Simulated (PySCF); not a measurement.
Several molecules and their computed UV-vis stick spectra, shuffled. Level of theory: TDDFT CAM-B3LYP/def2-SVPD, vertical, gas phase, core orbitals frozen in the response (PySCF). Geometries: GFN2-xTB; one conformer of each isolated species. Triplets are in the Tamm–Dancoff approximation.

A. `CP(CSC)(C)=O` (C4H11OPS)
B. `N#CC1=COC(C(=O)F)=C1` (C6H2FNO2)
C. `CCCl` (C2H5Cl)
D. `C(=N/NC)(/C(F)(F)F)C` (C4H7F3N2)

Lowest singlet levels (six at most, fewer where fewer were computed) with oscillator strengths:

1. 5.38 eV (f 0.002); 5.94 eV (f 0.023); 6.39 eV (f 0.004); 6.80 eV (f 0.021); 7.10 eV (f 0.012); 7.30 eV (f 0.023); T1 4.93 eV
2. 7.41 eV (f 0.002); 7.46 eV (f 0.002); 8.18 eV (f 0.023); 8.25 eV (f 0.056); 9.16 eV (f 0.014); 9.17 eV (f 0.018); T1 6.73 eV
3. 5.34 eV (f 0.305); 5.44 eV (f 0.000); 6.07 eV (f 0.006); 6.65 eV (f 0.524); 6.95 eV (f 0.000); 7.15 eV (f 0.000); T1 3.41 eV
4. 5.77 eV (f 0.377); 5.93 eV (f 0.028); 6.08 eV (f 0.002); 6.99 eV (f 0.002); 7.13 eV (f 0.008); 7.91 eV (f 0.004); T1 3.54 eV

Problem. Match each spectrum to its molecule.

Solution. 1 = A, 2 = C, 3 = B, 4 = D.
- A: S1 at 5.38 eV, HOMO→LUMO+1 (45%), HOMO→LUMO (24%); Löwdin shares by element: HOMO sulfur 60%, carbon 19% or more, oxygen 5% (atoms not listed hold the other 16%); LUMO sulfur 20%, hydrogen 19% or more, carbon 15% or more (atoms not listed hold the other 46%); HOMO -7.70 and LUMO 0.96 eV.
- B: S1 at 5.34 eV, HOMO→LUMO (96%); Löwdin shares by element: HOMO carbon 60% or more, nitrogen 9% (atoms not listed hold the other 32%); LUMO carbon 46% or more, oxygen 16% or more (atoms not listed hold the other 38%); HOMO -9.62 and LUMO -1.60 eV; point group Cs, 3 of its 6 listed states under f = 0.0005.
- C: S1 at 7.41 eV, HOMO→LUMO+1 (48%), HOMO→LUMO (41%); Löwdin shares by element: HOMO (one of a set within 0.03 eV) chlorine 77%, carbon 13% or more; LUMO carbon 39%, chlorine 24%, hydrogen 10% or more (atoms not listed hold the other 27%); HOMO -9.83 and LUMO 1.29 eV; point group Cs.
- D: S1 at 5.77 eV, HOMO→LUMO (92%); Löwdin shares by element: HOMO nitrogen 51%, carbon 29% or more (atoms not listed hold the other 20%); LUMO nitrogen 46%, carbon 30% or more (atoms not listed hold the other 24%); HOMO -7.83 and LUMO 0.84 eV.
A and B have S1 within 0.04 eV of each other; their strongest listed levels stand at 7.30 eV (f 0.023) and 6.65 eV (f 0.524).
